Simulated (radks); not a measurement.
The numbers below are computed, except where a source is named.
Effect of the nuclear size on neutral calcium, [Ar] 4s2. Code: a radial shooting solver on a logarithmic mesh with Libxc functionals. Model: Dirac Kohn-Sham, exchange-only LDA, spin-unpolarised, spherical densities, finite nucleus; Fermi nuclear charge, rms radius 3.4776 fm. The rms radius is varied about that value; shifts are against it.

rms radius (fm)	total energy shift (eV)	density at nucleus (e/bohr^3)	1s1/2 shift (meV)	2s1/2 shift (meV)
3.0533	-0.00688	6141	-2.90	-0.227
3.2516	-0.00377	6131	-1.59	-0.125
3.4776	0	6121	0.000	0.000
3.6619	0.00326	6113	1.37	0.108
3.9401	0.00849	6101	3.58	0.280

Slopes of the eigenvalues against <r^2> in GHz/fm^2, as finite differences over the two radii next to the reference (eigenvalue slopes, not the field-shift constants of lines): 1s1/2 253, 2s1/2 19.8.
